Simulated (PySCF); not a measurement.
## Identify the compound

Molecular formula: C4F6. Simulated spectra:

¹³C{¹H} NMR (computed): δ 168.3 (C, m), 133.2 (C, m).

- geometry: PBE0-D3(BJ)/def2-SVP
- NMR shieldings at CAM-B3LYP/pcSseg-2/GIAO
- J couplings at B3LYP/pcJ-1
- program: PySCF
- one conformer, non-relativistic Hamiltonian, no solvent model, rapidly exchanging positions averaged

Chemical shifts δ = σref − σ; ¹³C (σref 182.55) against TMS, all at this level.

Propose a structure and justify it.

Answers


- The formula gives 2 degrees of unsaturation (no ring in the answer).
- 2 carbon signals for 4 carbons: some carbons are equivalent by symmetry or fast rotation.
- Carbon types of the structure: 4 × C.
- δC 168.3, 133.2: fully substituted alkene carbon.

The compound is SMILES C(F)(F)=C(F)C(F)=C(F)F.

This is the structure that produced the data.

C–F couplings over four or more bonds (about 3 Hz to the para carbon of a fluoroarene) are left out. Common functionals overestimate the size of one-bond C–F couplings by tens of Hz; these are unscaled. Shifts are as computed, not scaled to solution data. Of 1211 compounds with measured shifts, 218 miss one by over three times the rms of a fit or turn the order of signals round; such compounds aren't used in these exercises.
